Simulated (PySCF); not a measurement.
FGe (SMILES [F][Ge]), doublet (typed; the unrestricted solution is spin-contaminated), geometry from GFN2-xTB, with bond 2-1 at 2.2 times its length; PySCF with B3LYP/aug-cc-pVDZ.

Input for PySCF:
```python
from pyscf import gto, scf, dft

mol = gto.Mole()
mol.atom = '''
    Ge   -0.000000   -0.000000   -0.401356
    F     0.000000    0.000000    3.621126
'''
mol.basis = 'aug-cc-pvdz'
mol.charge = 0
mol.spin = 1
mol.verbose = 4
mol.build()

mf = dft.UKS(mol)
mf.xc = 'b3lyp'
mf.kernel()
mo_i, mo_e, stable_i, stable_e = mf.stability(internal=True, external=False, return_status=True, nroots=6, tol=1e-6)
print('internally stable:', stable_i, ' externally stable:', stable_e)
if not stable_i:
    umf = mf.copy()
    umf.scf_summary = {}
    umf.kernel(umf.make_rdm1(mo_i, mf.mo_occ))
```

Task: What does PySCF print? Leave out banner, timings and long lists.

Result: 
```
PySCF version 2.14.0

[INPUT] verbose = 4
[INPUT] num. atoms = 2
[INPUT] num. electrons = 41
[INPUT] charge = 0
[INPUT] spin (= nelec alpha-beta = 2S) = 1
[INPUT] symmetry False subgroup None
[INPUT] Mole.unit = angstrom
[INPUT] Symbol           X                Y                Z      unit          X                Y                Z       unit  Magmom
[INPUT]  1 Ge     0.000000000000   0.000000000000  -0.401356000000 AA    0.000000000000   0.000000000000  -0.758452918451 Bohr   0.0
[INPUT]  2 F      0.000000000000   0.000000000000   3.621126000000 AA    0.000000000000   0.000000000000   6.842936402542 Bohr   0.0

nuclear repulsion = 37.8878107459424
number of shells = 17
number of NR pGTOs = 121
number of NR cGTOs = 59
basis = aug-cc-pvdz
ecp = {}

******** <class 'pyscf.dft.uks.UKS'> ********
method = UKS
initial guess = minao
damping factor = 0
level_shift factor = 0
DIIS = <class 'pyscf.scf.diis.CDIIS'>
diis_start_cycle = 1
diis_space = 8
diis_damp = 0
SCF conv_tol = 1e-09
SCF conv_tol_grad = None
SCF max_cycles = 50
direct_scf = True
direct_scf_tol = 1e-13
number electrons alpha = 21  beta = 20
XC library pyscf.dft.libxc version 7.1.2
    S. Lehtola, C. Steigemann, M. J. T. Oliveira, and M. A. L. Marques,  SoftwareX 7, 1–5 (2018)
XC functionals = b3lyp
    P. J. Stephens, F. J. Devlin, C. F. Chabalowski, and M. J. Frisch,  J. Phys. Chem. 98, 11623 (1994)
radial grids:
    Treutler-Ahlrichs [JCP 102, 346 (1995); DOI:10.1063/1.469408] (M4) radial grids

becke partition: Becke, JCP 88, 2547 (1988); DOI:10.1063/1.454033
pruning grids: <function nwchem_prune>
grids dens level: 3
symmetrized grids: False
atomic radii adjust function: <function treutler_atomic_radii_adjust>
small_rho_cutoff = 0
Set gradient conv threshold to 3.16228e-05
tot grids = 34904
init E= -2175.92109045105

cycle= 1 E= -2176.48655171537  delta_E= -0.565  |g|= 0.596  |ddm|= 0.66
cycle= 2 E= -2163.75345038111  delta_E= 12.7  |g|= 2.05  |ddm|= 3.44
cycle= 3 E= -2176.51043382664  delta_E= -12.8  |g|= 0.567  |ddm|= 3.42
cycle= 4 E= -2176.54982108261  delta_E= -0.0394  |g|= 0.473  |ddm|= 0.0716

cycle= 5 E= -2167.97389940068  delta_E= 8.58  |g|= 1.97  |ddm|= 2.03
cycle= 6 E= -2168.04510375358  delta_E= -0.0712  |g|= 1.94  |ddm|= 0.0457
cycle= 7 E= -2168.04485819364  delta_E= 0.000246  |g|= 1.94  |ddm|= 0.000149
cycle= 8 E= -2168.03330240897  delta_E= 0.0116  |g|= 1.95  |ddm|= 0.012
cycle= 9 E= -2168.03153616781  delta_E= 0.00177  |g|= 1.95  |ddm|= 0.00517
cycle= 10 E= -2176.63248542187  delta_E= -8.6  |g|= 0.286  |ddm|= 1.97
cycle= 11 E= -2168.32041814421  delta_E= 8.31  |g|=    2  |ddm|= 1.95
cycle= 12 E= -2170.1903353972  delta_E= -1.87  |g|= 2.61  |ddm|= 0.541
cycle= 13 E= -2176.63962722079  delta_E= -6.45  |g|= 0.236  |ddm|= 1.81
cycle= 14 E= -2176.6927259218  delta_E= -0.0531  |g|= 0.0495  |ddm|= 0.389
cycle= 15 E= -2176.38375590532  delta_E= 0.309  |g|= 0.776  |ddm|= 0.545
cycle= 16 E= -2176.45386554134  delta_E= -0.0701  |g|= 0.68  |ddm|= 0.0697
cycle= 17 E= -2176.50464321845  delta_E= -0.0508  |g|= 0.598  |ddm|= 0.0892
cycle= 18 E= -2176.49894096389  delta_E= 0.0057  |g|= 0.611  |ddm|= 0.0962
cycle= 19 E= -2176.59467612679  delta_E= -0.0957  |g|= 0.43  |ddm|= 0.207
cycle= 20 E= -2176.58255328278  delta_E= 0.0121  |g|= 0.452  |ddm|= 0.0753
cycle= 21 E= -2176.52936014938  delta_E= 0.0532  |g|= 0.551  |ddm|= 0.0914
cycle= 22 E= -2176.05509868432  delta_E= 0.474  |g|= 1.12  |ddm|= 0.414
cycle= 23 E= -2176.64472127477  delta_E= -0.59  |g|= 0.315  |ddm|= 0.959
cycle= 24 E= -2176.70275257901  delta_E= -0.058  |g|= 0.0424  |ddm|= 0.339
cycle= 25 E= -2176.70037687244  delta_E= 0.00238  |g|= 0.0867  |ddm|= 0.0998
cycle= 26 E= -2176.7027162435  delta_E= -0.00234  |g|= 0.0574  |ddm|= 0.029
cycle= 27 E= -2176.70422478786  delta_E= -0.00151  |g|= 0.0174  |ddm|= 0.0344
cycle= 28 E= -2176.70438516543  delta_E= -0.00016  |g|= 0.00224  |ddm|= 0.0137
cycle= 29 E= -2176.70438687254  delta_E= -1.71e-06  |g|= 0.00119  |ddm|= 0.00119
cycle= 30 E= -2176.70438759968  delta_E= -7.27e-07  |g|= 0.000129  |ddm|= 0.000879
cycle= 31 E= -2176.70438760928  delta_E= -9.6e-09  |g|= 4.75e-05  |ddm|= 0.000112
cycle= 32 E= -2176.7043876106  delta_E= -1.32e-09  |g|= 5.92e-06  |ddm|= 4.09e-05
cycle= 33 E= -2176.70438761062  delta_E= -2.32e-11  |g|= 1.34e-06  |ddm|= 6.88e-06
Extra cycle  E= -2176.70438761058  delta_E= 3.91e-11  |g|= 8.26e-06  |ddm|= 9.76e-06
converged SCF energy = -2176.70438761058  <S^2> = 1.2767687  2S+1 = 2.4712496
uhf_internal: lowest eigs of H = [3.23064275e-06 6.14454278e-03 8.35457256e-03 1.35494522e-02
 1.52287706e-02 1.12451532e-01]
<class 'pyscf.dft.uks.UKS'> wavefunction is stable in the internal stability analysis
internally stable: True  externally stable: None
```
